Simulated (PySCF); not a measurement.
Radial density of Ti⁺ (titanium, charge +1)

r2SCANh, [Ar] 3d2 4p1, one real determinant (an excited configuration). Computed with PySCF 2.14 in aug-cc-pVTZ (8s7p5d3f2g, 93 functions), with the non-relativistic Hamiltonian (point nucleus).

```
r (bohr)  4πr²ρ (e/bohr)  4πr²(ρα − ρβ)
 0.00124          0.1307         0.0000
 0.00209          0.3562         0.0000
 0.00351          0.9468         0.0000
 0.00591           2.411         0.0000
 0.00994           5.715         0.0000
  0.0167           12.02         0.0001
  0.0281           20.72         0.0004
  0.0473           26.01         0.0016
  0.0795           21.90         0.0066
   0.134           20.61         0.0226
   0.225           27.97         0.0772
   0.379           15.90         0.3420
   0.637           8.303         1.0393
    1.07           9.230         1.3224
    1.80           2.231         0.7436
    3.03          0.4755         0.4459
    5.10          0.1614         0.1614
    8.57        0.004466         0.0045
```

⟨L²⟩ = 14.00 against 20 for a pure G term, so this real determinant mixes terms.
